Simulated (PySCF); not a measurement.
BF2, charge +1, multiplicity 1. Atoms are numbered in the order given.

```xyz
3

F      0.0000     0.0000     1.2321
B      0.0000     0.0000     0.0000
F      0.0000     0.0000    -1.2321
```
Charge +1, spin multiplicity 1.

Coordinates come from a ωB97X-D3(BJ)/def2-TZVP optimisation. The spin state was assumed, not searched. The isomer is the one that the SMILES or the coordinates give; other isomers of the formula were not compared.

All values below come from PySCF with ωB97X-D3(BJ)/def2-TZVP.

No scaling factor is applied to the harmonic values.

Modes within 1.5 cm⁻¹ of each other (mostly degenerate sets) share a row, with their intensities summed.

| mode | ν (cm⁻¹) | IR (km/mol) | moving atoms (share of kinetic energy) |
|---|---|---|---|
| 1–2 | 459 | 291.2 | B 78 %, F 22 % |
| 3 | 1028 | 0.0 | F 100 % |
| 4 | 2077 | 473.8 | B 78 %, F 22 % |
